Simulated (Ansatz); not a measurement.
The cluster Si₅Te₃⁻. The state is a doublet with charge -1. Geometry PBE-D4/def2-SVP, that of the neutral singlet; atoms count from 1.

```xyz
8

Si    1.219    1.845   -0.364
Si   -0.624    0.774   -1.906
Si    0.007   -1.657    1.702
Si   -1.969   -0.441    1.253
Si    1.520   -0.544   -1.421
Te   -0.925   -1.800   -0.805
Te    2.079   -0.130    1.155
Te   -1.306    1.954    0.387
```

In the def2 sets Te takes a core potential; there is no spin–orbit coupling. The structure comes from a short search, and lower isomers may exist.

(1) Estimate the Mulliken populations from the PBE0/def2-TZVPD orbitals of Ansatz.

(2) Where does the spin sit?

(3) And the Mayer bond orders between heavy atoms (over 0.3)?

Results:

(1) 
```json
{"atom": "Si1", "charge (e)": "-0.26", "spin (α − β)": "0.08"}
{"atom": "Si2", "charge (e)": "-0.21", "spin (α − β)": "0.23"}
{"atom": "Si3", "charge (e)": "-0.27", "spin (α − β)": "0.06"}
{"atom": "Si4", "charge (e)": "-0.27", "spin (α − β)": "0.06"}
{"atom": "Si5", "charge (e)": "-0.21", "spin (α − β)": "0.23"}
{"atom": "Te6", "charge (e)": "0.07", "spin (α − β)": "0.11"}
{"atom": "Te7", "charge (e)": "0.08", "spin (α − β)": "0.12"}
{"atom": "Te8", "charge (e)": "0.08", "spin (α − β)": "0.12"}
```
Mulliken values depend strongly on the basis. With diffuse functions, as here, like atoms can get unlike values, and bond orders can come out too low or too high.

(2) Summed by element: Si 0.65, Te 0.35, of 1 unpaired in all. Largest on single atoms: Si5 0.23, Si2 0.23, Te8 0.12.

(3) Si1–Si2 0.50 (2.63 Å); Si1–Si5 0.50 (2.63 Å); Si1–Te7 0.73 (2.64 Å); Si1–Te8 0.73 (2.64 Å); Si2–Si5 0.67 (2.56 Å); Si2–Te6 0.55 (2.82 Å); Si2–Te8 0.63 (2.67 Å); Si3–Si4 0.88 (2.36 Å); Si3–Te6 0.68 (2.68 Å); Si3–Te7 0.80 (2.63 Å); Si4–Te6 0.68 (2.68 Å); Si4–Te8 0.80 (2.63 Å); Si5–Te6 0.55 (2.82 Å); Si5–Te7 0.63 (2.67 Å).
